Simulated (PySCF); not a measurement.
## TlO(OH): one run

TlO(OH) (singlet). PySCF 2.14.0, RKS TPSS, Tl def2-SVP with ECP60, O def2-SVP, H def2-SVP; non-relativistic Hamiltonian with scalar-relativistic core potentials where named; density fitting; no spin-orbit coupling. Purpose: level TPSS.

```python
mol = gto.M(atom='''
Tl    -0.07534     0.00345     0.51139
O      1.77913     0.00365     0.13314
O     -2.03816    -0.01211     1.03817
H     -2.57821     0.09408     0.24237''',
    basis={'Tl': 'def2-SVP', 'O': 'def2-SVP', 'H': 'def2-SVP'},
    ecp={'Tl': 'def2-SVP'},
    charge=0, spin=0)
mf = dft.RKS(mol, xc='TPSS')
mf.grids.atom_grid = (75, 302)
mf = mf.density_fit()  # fitting sets: Tl def2-universal-JKFIT, O def2-universal-JKFIT, H def2-universal-JKFIT
mf.conv_tol = 1e-08; mf.max_cycle = 55
mf.kernel(dm0)  # dm0: converged density of the relaxed state
mf.nuc_grad_method().kernel()
```

Run from Python with OMP_NUM_THREADS=2; the lines above give its settings. Where DIIS fails, smearing, a level shift and second-order steps follow.
It took 2.3 s on 2 threads of Arm Neoverse V1 (shared host), from an already converged density.

Q: Where do the frontier levels lie, over both spins?

A: HOMO -5.94 eV, LUMO -3.16 eV. 

Q: What are the Mulliken charges and spins?

A: 
```csv
atom,charge (e),spin (e)
Tl1,0.641,0.000
O2,-0.453,0.000
O3,-0.392,0.000
H4,0.204,0.000
```

Q: What forces act on the atoms (eV/Å)?

A: 
```
Tl  -0.06  0.01 -0.07
O    0.50  0.00 -0.10
O   -0.16 -0.08  0.68
H   -0.27  0.07 -0.51
```
Forces carry noise of the integration grid, about 0.01 to 0.03 eV/Å.

The geometry was relaxed with PBE0 (Tl def2-SVP with ECP60, O def2-SVP, H def2-SVP).
